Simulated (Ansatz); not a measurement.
HOS, SMILES `O[S+]` (excited singlet) (charge 1, multiplicity 1). This singlet is an excited state, 0.54 eV above the relaxed triplet at the level composite: frozen-core CCSD(T) with HF/cc-pV5Z and the correlation energy extrapolated as X^-3 from cc-pVQZ and cc-pV5Z, plus CCSDT(Q) minus CCSD(T) in cc-pVDZ // B3LYP-D3(BJ)/def2-TZVP (Ansatz, a first-principles code).

These are r2SCAN0/cc-pVTZ // B3LYP-D3(BJ)/def2-TZVP run with Ansatz values and carry that method's errors.

Ansatz 0.2 input:
```yaml
crystal:
  periodic: [false, false, false]
  atoms:
    - { symbol: O, position_ang: [-0.248162, 0.402312, 0.0] }
    - { symbol: S, position_ang: [1.199069, -0.104677, -0.000004] }
    - { symbol: H, position_ang: [-0.950907, -0.297635, 0.000004] }
basis:
  gaussian: { orbitals: cc-pVTZ }
hamiltonian:
  xc: r2scan0
total_charge: 1
```

Output:

```
Functional definition: r2SCAN0
511 factors; their error is unknown
mean field evaluation 1: about -12874.2264 eV, gradient 8.4e1 eV
mean field evaluation 2: about -12822.8360 eV, gradient 1.6e2 eV
mean field evaluation 4: about -12885.5757 eV, gradient 5.0e0 eV
mean field evaluation 8: about -12885.6360 eV, gradient 2.1e-1 eV
mean field evaluation 16: about -12884.7897 eV, gradient 9.3e0 eV
mean field -12885.63600381 eV, -473.5383889423 hartree, gradient 3.3e-5 eV, S^2 0.000000; 1 other end points of the search recorded, 0 dependent functions left out
reference -12885.63600878 eV, -473.5383891250 hartree; 12, 12 occupied and 66, 66 virtual orbitals, 511 factors
Total energy: -12885.63600878 eV, -473.5383891250 hartree
```
